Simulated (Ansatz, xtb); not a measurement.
**Two isomers of C2H9GeNSi**

Structure X: `C=[CH][GeH2][SiH2]N`, a singlet. Structure Y: `C=C[Si@@H](N)[GeH3]`, a singlet. Both are isolated molecules in the gas phase, relaxed with PBE-D3(BJ)/def2-SVP; each stands in its lowest conformer found.

Estimate which is lower in electronic energy at CCSD(T)/def2-SVP + ΔMP2/def2-TZVPP, and by roughly how much.

The CCSD(T)/def2-SVP + ΔMP2/def2-TZVPP calculation puts structure Y lower, by 4.1 kcal/mol.

How the difference moves with the method:

```json
{"level": "PBE-D3(BJ)/def2-SVP", "geometry": "PBE-D3(BJ)/def2-SVP", "E(Y) − E(X) (kcal/mol)": "−4.6", "departure from the last row (kcal/mol)": "−0.5", "job, with rough time for the two": "optimisation, 3.5 min"}
{"level": "HF/def2-SVP", "geometry": "PBE-D3(BJ)/def2-SVP", "E(Y) − E(X) (kcal/mol)": "−4.4", "departure from the last row (kcal/mol)": "−0.3", "job, with rough time for the two": "part of the CCSD(T) run"}
{"level": "MP2/def2-SVP", "geometry": "PBE-D3(BJ)/def2-SVP", "E(Y) − E(X) (kcal/mol)": "−3.6", "departure from the last row (kcal/mol)": "+0.5", "job, with rough time for the two": "part of the CCSD(T) run"}
{"level": "CCSD(T)/def2-SVP", "geometry": "PBE-D3(BJ)/def2-SVP", "E(Y) − E(X) (kcal/mol)": "−3.6", "departure from the last row (kcal/mol)": "+0.5", "job, with rough time for the two": "single point"}
{"level": "CCSD(T)/def2-SVP + ΔMP2/def2-TZVPP", "geometry": "PBE-D3(BJ)/def2-SVP", "E(Y) − E(X) (kcal/mol)": "−4.1", "departure from the last row (kcal/mol)": "", "job, with rough time for the two": "single point, 3.6 min"}
```

As drawn, Y has 1 C–Si, 1 Ge–H in place of 1 C–Ge, 1 Si–H.

The levels shown agree on the order. The largest departure from CCSD(T)/def2-SVP + ΔMP2/def2-TZVPP is that of MP2/def2-SVP, 0.5 kcal/mol. A small imaginary or near-zero mode remains, so no thermal terms are given. Levels run at GFN2-xTB geometries aren't shown. The last row adds to CCSD(T) the change of the MP2 difference between the two basis sets, here −0.5 kcal/mol.

The correlated steps freeze 17 core orbitals; the filled d shell of Ge is correlated, in a basis made for valence electrons. Run with Ansatz 0.2.0, xtb 6.7.1; the last row on 2 threads of AMD EPYC (Zen 3) on a shared host.
